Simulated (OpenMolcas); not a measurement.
What dynamic correlation does to the levels of F⁴⁺

```yaml
Program: OpenMolcas 26.06
Basis: ANO-RCC-VQZP [5s4p3d2f1g]
Scalar_Hamiltonian: DKH2, point nucleus
Active_space: 3 electrons in 9 orbitals (RAS2 2s 2p; RAS3 3d, at most 2 electrons)
State_averaging: 2S+1 = 4 odd, 1 root; 2S+1 = 2 odd, 11 roots (8 in the spin-orbit step); 2S+1 = 4 even, 3 roots; 2S+1 = 2 even, 9 roots
Spin-orbit_coupling: state interaction with AMFI integrals over the reference wave functions, term energies averaged over their components
```

Methods on the same reference wave functions:
A. RASSCF
B. SS-RASPT2, IPEA 0.25 Eh, imaginary shift 0.1 Eh (closed shells correlated: 1s)

Energies in cm-1 above 2s2 2p 2P* 1/2, the measured ground level; measured values from Moore, Atomic Energy Levels, vol. I, NSRDS-NBS 35 (1971 reprint of NBS Circular 467, 1949).

| Level | A | B | Measured |
| --- | --- | --- | --- |
| 2s2 2p 2P* 1/2 | 0.0 | 0.0 | 0.0 |
| 2s2 2p 2P* 3/2 | 685 | 685 | 746 |
| 2s 2p2 4P 1/2 | 83769 | 85097 |  |
| 2s 2p2 4P 3/2 | 84016 | 85344 |  |
| 2s 2p2 4P 5/2 | 84422 | 85751 |  |
| 2s 2p2 2D 3/2 | 155282 | 153250 | 152898 |
| 2s 2p2 2D 5/2 | 155286 | 153254 | 152876 |
| 2s 2p2 2S 1/2 | 203552 | 198398 | 197565 |
| 2s 2p2 2P 1/2 | 218841 | 215861 | 214881 |
| 2s 2p2 2P 3/2 | 219315 | 216336 | 215348 |
| 2p3 4S* 3/2 | 276662 | 276104 |  |

Deviations, from unrounded energies. A percentage is the sum of absolute deviations over the sum of measured energies, with the sign that they share, or ± where signs differ.

```json
{"Against measurement": "mean absolute deviation (cm-1)", "Levels": "6", "A": "3100", "B": "600"}
{"Against measurement": "fine structure of the ground term (%)", "Levels": "1", "A": "-8.2", "B": "-8.2"}
{"Against measurement": "other configurations (%)", "Levels": "5", "A": "+2.0", "B": "+0.4"}
```

B lies closest to measurement on these levels. The largest miss of B in the table is 2s 2p2 2P 3/2, by +990 cm-1. The ranking rests on the paired levels alone, and a cruder setting can come out closer through cancelling errors.

The lowest spin-free term lies below A's lowest term by 0.025 hartree in B.

Active for correlation alone: 3d; no level in the range computed is led by a configuration that fills it, so any true level of that kind is missing. Measured partners are found by configuration, term and J. A level has none where our copy of the source lacks it or the pairing is in doubt (some pairs that miss far off the trend of their configuration count as doubtful), and it then counts in no deviation. Levels of configurations outside the active space are missing. Levels that lie high or do not pair safely by name in every column are left out.

* marks odd parity.
